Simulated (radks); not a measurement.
The numbers below are computed, except where a source is named.
The table gives one normalised radial function P(r) = r R(r) of Ru+ in [Kr] 4d7 (r in bohr). Code: a radial shooting solver on a logarithmic mesh with Libxc functionals. Model: scalar-relativistic Kohn-Sham, PBE, spin-polarised, spherical densities, point nucleus; open shells are filled with parallel spins first (spin-orbit coupling, left out, can overturn this in heavy ions).

r,P
0.002957,0.0992
0.004447,0.1359
0.006688,0.1791
0.01006,0.2215
0.01512,0.2456
0.02274,0.2195
0.0342,0.1030
0.05143,-0.1176
0.07734,-0.3542
0.1163,-0.3684
0.1749,0.0428
0.263,0.5726
0.3955,0.4113
0.5948,-0.5477
0.8945,-1.1523
1.345,-0.7728
2.023,-0.2194
3.042,-0.0233
4.574,-0.0007

Which n and l does it have? It may be an empty orbital.

Answer. n = 4, l = 0: the number of nodes gives n - l - 1 = 3, the rise at small r (about r^(l+1), flatter next to the nucleus through relativity) gives l, and the extent must fit the shell. The curve is that of 4s up; the table hardly tells the two spins apart. 4s up: eigenvalue -84.509 eV, 3 radial nodes at r = 0.0422, 0.170, 0.481 bohr, <r> = 1.02 bohr, 90 % of the charge inside 1.49 bohr.
